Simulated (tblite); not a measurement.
Species: C5H2ClF2O (charge -1).
Atom-mapped SMILES: `[CH:1]#[C:2][C:3]([F:4])([F:5])/[C:6]([O-:7])=[CH:8]\[Cl:9]` (hydrogens: H10 on C1; H11 on C8)
Bond orders are those of one Lewis drawing.

Computed with GFN2-xTB (tblite), gas phase: L-BFGS steps from a force-field or distance-geometry start until the largest atomic force falls under 0.01 eV/Å.

Step 18: E = -814.5910 eV
```
atom  x, y, z in Å  |  force x, y, z in eV/Å
C1      2.1841   -0.5871   -1.4183   -0.004   0.001  -0.029
C2      1.3705   -0.5098   -0.5431   -0.009  -0.047   0.018
C3      0.3514   -0.5156    0.4947    0.019   0.009   0.015
F4      0.9501   -0.5861    1.7380    0.013  -0.008  -0.002
F5     -0.3271   -1.7112    0.4116   -0.049   0.017   0.023
C6     -0.4969    0.7966    0.4259   -0.013   0.010   0.041
O7      0.1830    1.8467    0.5692    0.031  -0.048  -0.039
C8     -1.8381    0.7809    0.2469   -0.008   0.003  -0.014
Cl9    -2.8808   -0.6028    0.0180    0.053   0.025  -0.003
H10     2.8881   -0.6203   -2.1960   -0.006   0.055   0.010
H11    -2.3789    1.7113    0.2270   -0.027  -0.017  -0.020
```

Step 19: E = -814.5916 eV
```
atom  x, y, z in Å  |  force x, y, z in eV/Å
C1      2.1833   -0.5851   -1.4185   -0.015   0.001  -0.019
C2      1.3673   -0.5135   -0.5447    0.005  -0.057   0.035
C3      0.3509   -0.5187    0.4959    0.002   0.034   0.007
F4      0.9493   -0.5845    1.7398    0.016  -0.030  -0.027
F5     -0.3317   -1.7132    0.4157   -0.014   0.045   0.033
C6     -0.4954    0.7962    0.4255   -0.016  -0.004   0.032
O7      0.1836    1.8468    0.5664    0.049  -0.056  -0.032
C8     -1.8362    0.7803    0.2465   -0.008   0.008  -0.014
Cl9    -2.8780   -0.6024    0.0170    0.033   0.010  -0.005
H10     2.8878   -0.6143   -2.1961   -0.012   0.054   0.013
H11    -2.3755    1.7111    0.2264   -0.040  -0.007  -0.022
```

Task: Estimate the geometry and energy of step 20. (The exact step hangs on the optimiser's Hessian estimate; all steps are aligned on step 19, rigid shifts and turns removed.)

Result: E = -814.5924 eV, largest force 0.084 eV/Å
```
atom  x, y, z in Å  |  force x, y, z in eV/Å
C1      2.1819   -0.5830   -1.4188   -0.025   0.001  -0.007
C2      1.3641   -0.5188   -0.5460    0.017  -0.055   0.047
C3      0.3502   -0.5213    0.4972   -0.018   0.041  -0.001
F4      0.9487   -0.5835    1.7412    0.022  -0.047  -0.040
F5     -0.3373   -1.7140    0.4204    0.018   0.063   0.042
C6     -0.4941    0.7959    0.4258   -0.007  -0.020   0.009
O7      0.1852    1.8462    0.5629    0.068  -0.045  -0.018
C8     -1.8343    0.7799    0.2460   -0.009   0.019  -0.011
Cl9    -2.8735   -0.6024    0.0160    0.002  -0.011  -0.008
H10     2.8873   -0.6070   -2.1959   -0.017   0.050   0.012
H11    -2.3728    1.7106    0.2253   -0.051   0.005  -0.023
```

The energy changes by -0.0008 eV. The first-order estimate −F·Δx gives -0.0010 eV and the mean of the old and new forces, exact on a quadratic surface, -0.0007 eV. The step makes an angle of 66° with the force vector and moves no atom by more than 0.007 Å.

What follows is the cost of the whole relaxation. On one thread of an Arm Neoverse N1, no GPU (shared host), this took 0.93 s.
